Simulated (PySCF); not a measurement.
ClRb, charge +1, doublet, at a GFN2-xTB geometry (such geometries of metal compounds can be far from the true shape) (a state made from the parent by changing its charge; the spin is typed, not shown lowest) (core potentials on Rb), atoms displaced at random by about 0.1 Å a coordinate; PBE0/def2-SVP (PySCF).

The PySCF input:
```python
from pyscf import gto, scf, dft
from pyscf.geomopt import geometric_solver

mol = gto.M(
    atom='''
Rb    0.12512688   -0.14828204   -1.11741648
Cl   -0.03382803   -0.03289010    2.22329602
''',
    basis='def2-svp',
    ecp={'Rb': 'def2-svp'},
    charge=1,
    spin=1,
    verbose=3,
)

def method(m):
    mf = dft.UKS(m)
    mf.xc = 'pbe0'
    return mf

conv, mol_eq = geometric_solver.kernel(method(mol), maxsteps=100, convergence_set='GAU_VERYTIGHT')
print('optimisation converged:', conv)
print(mol_eq.tostring(format='xyz'))
mf = method(mol_eq)
mf.kernel()
```

It wrote (shortened):

```
Custom engine selected.
Bonds will be generated from interatomic distances less than 1.20 times sum of covalent radii
6 internal coordinates being used (instead of 6 Cartesians)
Internal coordinate system (atoms numbered from 1):
Distance 1-2
Translation-X 1-2
Translation-Y 1-2
Translation-Z 1-2
Rotation-A 1-2
Rotation-B 1-2
Rotation-C 1-2
<class 'geometric.internal.Distance'> : 1
<class 'geometric.internal.TranslationX'> : 1
<class 'geometric.internal.TranslationY'> : 1
<class 'geometric.internal.TranslationZ'> : 1
<class 'geometric.internal.RotationA'> : 1
<class 'geometric.internal.RotationB'> : 1
<class 'geometric.internal.RotationC'> : 1
> ===== Optimization Info: ====
> Job type: Energy minimization
> Maximum number of optimization cycles: 100
> Initial / maximum trust radius (Angstrom): 0.100 / 0.300
> Convergence Criteria:
> Will converge when all 5 criteria are reached:
>  |Delta-E| < 1.00e-06
>  RMS-Grad  < 1.00e-06
>  Max-Grad  < 2.00e-06
>  RMS-Disp  < 4.00e-06
>  Max-Disp  < 6.00e-06
> === End Optimization Info ===

Geometry optimization cycle 1
Cartesian coordinates (Angstrom)
 Atom        New coordinates             dX        dY        dZ
  Rb   0.125127  -0.148282  -1.117416    0.000000  0.000000  0.000000
  Cl  -0.033828  -0.032890   2.223296    0.000000  0.000000  0.000000

WARN: Mole.unit (angstrom) is changed to Bohr

converged SCF energy = -483.775344076516  <S^2> = 0.75238534  2S+1 = 2.0023839
--------------- UKS_Scanner gradients ---------------
         x                y                z
0 Rb    -0.0000489185     0.0000355253     0.0010434097
1 Cl     0.0000697939    -0.0000649453    -0.0010173625
----------------------------------------------
cycle 1: E = -483.775344077  dE = -483.775  norm(grad) = 0.00146167
Step    0 : Gradient = 1.034e-03/1.045e-03 (rms/max) Energy = -483.7753440765
[...]
Geometry optimization cycle 2
Cartesian coordinates (Angstrom)
 Atom        New coordinates             dX        dY        dZ
  Rb   0.125725  -0.148733  -1.129801    0.000598 -0.000451 -0.012384
  Cl  -0.034868  -0.031816   2.235129   -0.001040  0.001074  0.011833
converged SCF energy = -483.775381795278  <S^2> = 0.75238365  2S+1 = 2.0023822
--------------- UKS_Scanner gradients ---------------
         x                y                z
0 Rb    -0.0000277128     0.0000204056     0.0006033027
1 Cl     0.0000486209    -0.0000496747    -0.0005745951
----------------------------------------------
[...]
Step   91 : Displace = 4.000e-07/4.000e-07 (rms/max) Trust = 4.000e-07 (=) Grad = 1.482e-05/1.482e-05 (rms/max) E (change) = -483.7754024718 (-1.040e-11) Quality = 0.203
converged SCF energy = -483.775402471858  <S^2> = 0.75238099  2S+1 = 2.0023796
Step   92 : Displace = 4.000e-07/4.000e-07 (rms/max) Trust = 4.000e-07 (=) Grad = 1.481e-05/1.481e-05 (rms/max) E (change) = -483.7754024719 (-1.188e-11) Quality = 0.231
converged SCF energy = -483.775402471869  <S^2> = 0.75238099  2S+1 = 2.0023796
Step   93 : Displace = 4.000e-07/4.000e-07 (rms/max) Trust = 4.000e-07 (=) Grad = 1.479e-05/1.479e-05 (rms/max) E (change) = -483.7754024719 (-1.074e-11) Quality = 0.209
converged SCF energy = -483.77540247188  <S^2> = 0.75238099  2S+1 = 2.0023796
Step   94 : Displace = 4.000e-07/4.000e-07 (rms/max) Trust = 4.000e-07 (=) Grad = 1.478e-05/1.478e-05 (rms/max) E (change) = -483.7754024719 (-1.103e-11) Quality = 0.215
converged SCF energy = -483.775402471891  <S^2> = 0.75238099  2S+1 = 2.0023796
Step   95 : Displace = 4.000e-07/4.000e-07 (rms/max) Trust = 4.000e-07 (=) Grad = 1.477e-05/1.477e-05 (rms/max) E (change) = -483.7754024719 (-1.080e-11) Quality = 0.210
converged SCF energy = -483.775402471902  <S^2> = 0.75238099  2S+1 = 2.0023796
Step   96 : Displace = 4.000e-07/4.000e-07 (rms/max) Trust = 4.000e-07 (=) Grad = 1.476e-05/1.476e-05 (rms/max) E (change) = -483.7754024719 (-1.148e-11) Quality = 0.224
converged SCF energy = -483.775402471913  <S^2> = 0.75238099  2S+1 = 2.0023796
Step   97 : Displace = 4.000e-07/4.000e-07 (rms/max) Trust = 4.000e-07 (=) Grad = 1.475e-05/1.475e-05 (rms/max) E (change) = -483.7754024719 (-1.125e-11) Quality = 0.219
converged SCF energy = -483.775402471924  <S^2> = 0.75238099  2S+1 = 2.0023796
[...]
0 Rb     0.0000007483    -0.0000005445     0.0000020903
1 Cl     0.0000197287    -0.0000282779     0.0000292770
----------------------------------------------
cycle 99: E = -483.775402472  dE = -1.10845e-11  norm(grad) = 4.52905e-05
Step   98 : Displace = 4.000e-07/4.000e-07 (rms/max) Trust = 4.000e-07 (=) Grad = 1.474e-05/1.474e-05 (rms/max) E (change) = -483.7754024719 (-1.108e-11) Quality = 0.216
[...]
Geometry optimization cycle 100
Cartesian coordinates (Angstrom)
 Atom        New coordinates             dX        dY        dZ
  Rb   0.126255  -0.149429  -1.152461   -0.000001  0.000001  0.000000
  Cl  -0.042040  -0.021903   2.249037    0.000001 -0.000001 -0.000000
converged SCF energy = -483.775402471934  <S^2> = 0.75238099  2S+1 = 2.0023796
--------------- UKS_Scanner gradients ---------------
         x                y                z
0 Rb     0.0000007477    -0.0000005441     0.0000021023
1 Cl     0.0000197294    -0.0000282783     0.0000292638
----------------------------------------------
cycle 100: E = -483.775402472  dE = -9.77707e-12  norm(grad) = 4.52831e-05
Step   99 : Displace = 4.000e-07/4.000e-07 (rms/max) Trust = 4.000e-07 (=) Grad = 1.473e-05/1.473e-05 (rms/max) E (change) = -483.7754024719 (-9.777e-12) Quality = 0.190
[...]
Geometry optimization cycle 101
Cartesian coordinates (Angstrom)
 Atom        New coordinates             dX        dY        dZ
  Rb   0.126254  -0.149428  -1.152460   -0.000001  0.000001  0.000000
  Cl  -0.042039  -0.021904   2.249037    0.000001 -0.000001 -0.000000
converged SCF energy = -483.775402471945  <S^2> = 0.75238099  2S+1 = 2.0023796
--------------- UKS_Scanner gradients ---------------
         x                y                z
0 Rb     0.0000007471    -0.0000005436     0.0000021143
1 Cl     0.0000197301    -0.0000282787     0.0000292506
----------------------------------------------
cycle 101: E = -483.775402472  dE = -1.09139e-11  norm(grad) = 4.52756e-05
Step  100 : Displace = 4.000e-07/4.000e-07 (rms/max) Trust = 4.000e-07 (=) Grad = 1.472e-05/1.472e-05 (rms/max) E (change) = -483.7754024719 (-1.091e-11) Quality = 0.212
[...]
Maximum iterations reached (100); increase --maxiter for more
Geometry optimization failed to converge in 100 iterations
optimisation converged: False
2
XYZ from PySCF
Rb          0.12625401       -0.14942843       -1.15246043
Cl         -0.04203929       -0.02190426        2.24903709

converged SCF energy = -483.775402500664  <S^2> = 0.75238099  2S+1 = 2.0023796
```

Convergence was not reached.
